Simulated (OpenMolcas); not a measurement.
A calculation on P+.

```yaml
Program: OpenMolcas 26.06
Method: "MS-RASPT2, IPEA 0.25 Eh, imaginary shift 0.1 Eh (closed shells correlated: 2s 2p)"
Basis: ANO-RCC-VQZP [6s5p3d2f1g]
Scalar_Hamiltonian: DKH2, point nucleus
Active_space: 4 electrons in 9 orbitals (RAS2 3s 3p; RAS3 3d, at most 2 electrons)
State_averaging: 2S+1 = 3 even, 6 roots; 2S+1 = 1 even, 11 roots; 2S+1 = 5 odd, 1 root; 2S+1 = 3 odd, 8 roots; 2S+1 = 1 odd, 8 roots
Spin-orbit_coupling: RASSI with atomic mean-field integrals over the reference wave functions, term energies averaged over their components
```

Question: Which level of the active space comes out lowest?

Answer: 3s² 3p² ³P₀, with 100 % of that term; it is also the measured ground level.

Question: How high does 3s 3p³ ³P°₂ lie?

Answer: 76310 cm⁻¹ above the lowest level; measured 76764 cm⁻¹ above the ground level, so the calculation is off by -1 %.

Question: How high does 3s 3p³ ³D°₂ lie?

Answer: 64560 cm⁻¹ above the lowest level; measured 65272 cm⁻¹ above the ground level, so the calculation is off by -1 %.

Question: How high does 3s² 3p² ¹S₀ lie?

Answer: 21650 cm⁻¹ above the lowest level; measured 21576 cm⁻¹ above the ground level, so the calculation is off by 0 %.

Measured values: NIST Handbook of Basic Atomic Spectroscopic Data.

CASPT2 breaks the degeneracy within a term, and the mean is taken; among the terms shown or strongly mixed into the levels shown the widest spread is 10 cm-1 (3s 3p³ ³D°). Over all roots computed the reference weight is 0.94 to 0.99; the roots of lowest weight are the least certain, and an intruder state may touch them. The run also gave levels led by 3s 3p² 3d, 3s² 3p 3d, which use shells meant for correlation; these and all levels above them are left out. Some terms mix strongly with configurations of 3d, whose occupation reaches 0.28 (3s 3p³ ³D°, 3s 3p³ ³P°). Measured partners are found by configuration, term and J. A level has none where our copy of the source lacks it or the pairing is in doubt (some pairs that miss far off the trend of their configuration count as doubtful), and it then counts in no deviation. Only configurations of the active space appear.

° marks odd parity.
